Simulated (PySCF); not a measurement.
AlFH5NO2Si, SMILES F[SiH2][NH][Al]([OH])[OH].

Geometry optimised at B3LYP-D3(BJ)/def2-SVP. The structure was generated by enumeration; whether it is a known compound was not checked. Other conformers were not sampled.

All values below come from TDDFT-B3LYP/def2-SVPD in PySCF.

Vertical excitations. 

**Question.** List the lowest excited states. (Estimate from the structure and the level; the computed values follow.)

**Answer.** 
| state | energy (eV) | λ (nm) | f | main pairs |
|---|---|---|---|---|
| S1 | 5.99 | 207 | 0.011 | HOMO→LUMO 98 % |
| S2 | 6.77 | 183 | 0.000 | HOMO−1→LUMO 98 % |
| S3 | 7.35 | 169 | 0.015 | HOMO−3→LUMO 57 %, HOMO−2→LUMO 23 %, HOMO→LUMO+1 13 % |
| S4 | 7.38 | 168 | 0.095 | HOMO→LUMO+1 73 % |
| S5 | 7.42 | 167 | 0.017 | HOMO−2→LUMO 67 %, HOMO−3→LUMO 24 % |
| S6 | 7.52 | 165 | 0.126 | HOMO−4→LUMO 75 % |
| S7 | 7.53 | 165 | 0.053 | HOMO−5→LUMO 84 % |
| S8 | 7.68 | 162 | 0.100 | HOMO→LUMO+2 48 %, HOMO→LUMO+3 24 %, HOMO→LUMO+4 20 % |
| S9 | 7.74 | 160 | 0.015 | HOMO→LUMO+4 45 %, HOMO→LUMO+2 42 %, HOMO→LUMO+3 7 % |
| S10 | 7.95 | 156 | 0.049 | HOMO→LUMO+3 56 %, HOMO→LUMO+4 25 % |
| T1 | 5.75 | 216 | 0 | HOMO→LUMO 96 % |
| T2 | 6.51 | 190 | 0 | HOMO−1→LUMO 94 % |
| T3 | 6.96 | 178 | 0 | HOMO→LUMO+3 38 %, HOMO→LUMO+1 25 %, HOMO−3→LUMO 15 %, HOMO−4→LUMO 9 % |
| T4 | 7.01 | 177 | 0 | HOMO−4→LUMO 56 %, HOMO−3→LUMO 9 %, HOMO→LUMO+3 9 % |
Triplets are in the Tamm–Dancoff approximation, which puts them higher than full response would, so one can lie above its singlet here.
